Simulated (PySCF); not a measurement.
# Electric field gradients and quadrupole coupling constants

Compound: C3H10OSSi3.
Geometry (GFN2-xTB, Å), atoms numbered from 1 in this order:
```
atom  x, y, z in Å
C1    -1.5429    1.3036   -2.3629
C2    -1.3118    0.6684   -1.3728
C3    -1.0528   -0.0301   -0.1517
Si4   -2.5922   -0.9742    0.4920
S5    -0.5446    1.1600    1.1769
Si6    1.4237    1.6579    0.5078
O7     2.2120    0.2993    0.1351
Si8    2.6112   -1.2748    0.1851
H9    -1.7419    1.8336   -3.2457
H10   -0.2132   -0.7170   -0.2836
H11   -3.6423   -0.0065    0.7901
H12   -2.1783   -1.7147    1.6820
H13   -3.0028   -1.8853   -0.5808
H14    2.0525    2.2826    1.6555
H15    1.3755    2.4083   -0.7348
H16    1.8370   -1.9259    1.2425
H17    2.2593   -1.7940   -1.1358
H18    4.0429   -1.2849    0.4626
```

Field gradients from the PBE0/pcSseg-1 density (PySCF, non-relativistic), principal values in atomic units, ordered |Vxx| ≤ |Vyy| ≤ |Vzz|:

```csv
atom,Vxx,Vyy,Vzz
S5,-0.0989,-2.2889,2.3878
O7,-0.4591,-0.6500,1.1091
```

Find the asymmetry η = (Vxx − Vyy)/Vzz and the couplings χ = eQV/h (234.96 MHz × Q in barn × V in au), with Q(33S) = −0.0678 b, Q(17O) = −0.0256 b.

```tsv
atom	environment	nucleus	η	χzz (MHz)	χxx (MHz)	χyy (MHz)
S5	sulfur bonded to C and Si	33S	0.92	-38.04	1.58	36.46
O7	siloxane oxygen	17O	0.17	-6.67	2.76	3.91
```

At S5 η is above 0.9: Vyy and Vzz are nearly equal in size and opposite in sign, so a small change could swap them and flip the sign of χzz. The tensor is traceless: Vxx + Vyy + Vzz = 0.

What is Vzz at O7 in SI units (1 au = 9.71736 × 10²¹ V/m²)?

1.1091 au = 10.778 × 10²¹ V/m².

And the gradient at the other heavy atoms, for which no coupling is worked out here?

```
atom                 environment  Vzz (au)     η
  C1      terminal alkyne carbon    -0.270  0.18
  C2               alkyne carbon    -0.275  0.11
  C3  sp3 carbon bound to sulfur     0.290  0.62
 Si4                SiH3 silicon     0.361  0.13
 Si6        oxygen-bound silicon    -0.612  0.67
 Si8        oxygen-bound silicon     0.630  0.08
```

Were the hydrogens deuterons (Q(2H) = 0.00286 b), χzz would run from 107 kHz (H16, H13 and H17) to 267 kHz (H9).

Geometry: GFN2-xTB, one conformer, isolated molecule. GFN2-xTB bond lengths can be off by several hundredths of an ångström, more for odd bonds, and the gradients follow them. These gradients aren't converged with respect to the basis.
